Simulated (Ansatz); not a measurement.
A structure relaxed at PBE0-D4/def2-TZVP, charge 0, multiplicity 1:

Cartesian coordinates in Å:
```
B 0.348 1.264 -1.168
O 0.566 0.675 0.014
C -0.429 -0.151 0.646
N -0.016 -1.490 0.837
H -0.704 1.112 -1.735
H 1.234 1.928 -1.624
H -1.337 -0.126 0.038
H -0.629 0.307 1.617
H 0.813 -1.554 1.412
H 0.155 -1.965 -0.039
```

Task: Give its formula and SMILES.

Result: CH6BNO, `BOCN`.

Task: Summarise the bond lengths by kind.

Result: 1 × B–O 1.339 Å; 2 × B–H 1.197 to 1.205 Å; 1 × C–O 1.440 Å; 1 × C–N 1.414 Å; 2 × C–H 1.092 to 1.094 Å; 2 × H–N 1.011 Å.

Results of the Gaussian-basis code of Ansatz.
